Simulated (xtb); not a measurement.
hydrogen bromide (HBr), singlet, at a GFN2-xTB geometry; GFN2-xTB run with xtb.

Input for xtb:
```
$ xtb mol.xyz --gfn 2 --etemp 5000 --json

# file mol.xyz
2

Br    -0.00000000    -0.00000000    -0.03893503
H      0.00000000     0.00000000     1.36272591
```

Output, abridged:

```
   ID    Z sym.   atoms
    1   35 Br     1
    2    1 H      2

           -------------------------------------------------
          |                Calculation Setup                |
           -------------------------------------------------

           -------------------------------------------------
          |                 G F N 2 - x T B                 |
           -------------------------------------------------

          ...................................................
          :                      SETUP                      :
          :.................................................:
          :  # basis functions                  11          :
          :  # atomic orbitals                  10          :
          :  # shells                            4          :
          :  # electrons                         8          :
          :  max. iterations                   250          :
          :  Hamiltonian                  GFN2-xTB          :
          :  restarted?                      false          :
          :  GBSA solvation                  false          :
          :  PC potential                    false          :
          :  electronic temp.         5000.0000000     K    :
          :  accuracy                    1.0000000          :
          :  -> integral cutoff          0.2500000E+02      :
          :  -> integral neglect         0.1000000E-07      :
          :  -> SCF convergence          0.1000000E-05 Eh   :
          :  -> wf. convergence          0.1000000E-03 e    :
          :  Broyden damping             0.4000000          :
          :  net charge                          0          :
          :  unpaired electrons                  0          :
          ...................................................

 iter      E             dE          RMSdq      gap      omega  full diag
   1     -4.5952331 -0.459523E+01  0.596E+00    7.64       0.0  T
   2     -4.5974638 -0.223079E-02  0.365E+00    7.35       1.0  T
   3     -4.5978476 -0.383766E-03  0.541E-01    7.05       1.0  T
   4     -4.5979427 -0.951065E-04  0.309E-01    7.09       1.0  T
   5     -4.5979752 -0.325295E-04  0.156E-01    7.08       1.0  T
   6     -4.5979771 -0.190688E-05  0.133E-01    7.08       1.0  T
   7     -4.5979813 -0.410494E-05  0.215E-03    7.07      32.8  T
   8     -4.5979813 -0.315866E-09  0.874E-04    7.07      80.9  T
   9     -4.5979813 -0.136350E-09  0.796E-06    7.07    8882.4  T

   *** convergence criteria satisfied after 9 iterations ***

         :::::::::::::::::::::::::::::::::::::::::::::::::::::
         ::                     SUMMARY                     ::
         :::::::::::::::::::::::::::::::::::::::::::::::::::::
         :: total energy              -4.588742166739 Eh    ::
         :: gradient norm              0.000155204247 Eh/a0 ::
         :: HOMO-LUMO gap              7.071176112332 eV    ::
         ::.................................................::
         :: SCC energy                -4.597981254698 Eh    ::
         :: -> isotropic ES            0.009301187481 Eh    ::
         :: -> anisotropic ES          0.002037799319 Eh    ::
         :: -> anisotropic XC          0.001175958888 Eh    ::
         :: -> dispersion             -0.000131602240 Eh    ::
         :: repulsion energy           0.009239087958 Eh    ::
         :: add. restraining           0.000000000000 Eh    ::
         :: total charge               0.000000001257 e     ::
         :::::::::::::::::::::::::::::::::::::::::::::::::::::

           -------------------------------------------------
          |                Property Printout                |
           -------------------------------------------------

    * Orbital Energies and Occupations

         #    Occupation            Energy/Eh            Energy/eV
      -------------------------------------------------------------
         1        2.0000           -0.8442985             -22.9745
         2        2.0000           -0.5198059             -14.1446
         3        1.9996           -0.4279424             -11.6449
         4        1.9996           -0.4279424             -11.6449 (HOMO)
         5        0.0008           -0.1680815              -4.5737 (LUMO)
         6                          0.0202217               0.5503
         7                          0.0202217               0.5503
         8                          0.0364507               0.9919
         9                          0.0364507               0.9919
        10                          0.7214009              19.6303
      -------------------------------------------------------------
                  HL-Gap            0.2598609 Eh            7.0712 eV
             Fermi-level           -0.2925109 Eh           -7.9596 eV

     #   Z          covCN         q      C6AA      α(0)
     1  35 Br       0.872    -0.267   192.374    22.363
     2   1 H        0.872     0.267     0.818     1.416

 Mol. C6AA /au·bohr⁶  :        218.273535
 Mol. C8AA /au·bohr⁸  :      12866.919890
 Mol. α(0) /au        :         23.778960

Wiberg/Mayer (AO) data.
largest (>0.10) Wiberg bond orders for each atom

 ---------------------------------------------------------------------------
     #   Z sym  total        # sym  WBO       # sym  WBO       # sym  WBO
 ---------------------------------------------------------------------------
     1  35 Br   0.928 --     2 H    0.928
     2   1 H    0.928 --     1 Br   0.928
 ---------------------------------------------------------------------------

Topologies differ in total number of bonds
Writing topology from bond orders to xtbtopo.mol

molecular dipole:
                 x           y           z       tot (Debye)
 q only:        0.000       0.000       0.708
   full:       -0.000      -0.000       1.008       2.561
molecular quadrupole (traceless):
                xx          xy          yy          xz          yz          zz
 q only:       -0.886       0.000      -0.886       0.000       0.000       1.771
  q+dip:       -1.111       0.000      -1.111       0.000       0.000       2.223
   full:       -1.495      -0.000      -1.495       0.000      -0.000       2.989

           -------------------------------------------------
          | TOTAL ENERGY               -4.588742166739 Eh   |
          | GRADIENT NORM               0.000155204247 Eh/α |
          | HOMO-LUMO GAP               7.071176112332 eV   |
           -------------------------------------------------

normal termination of xtb
```
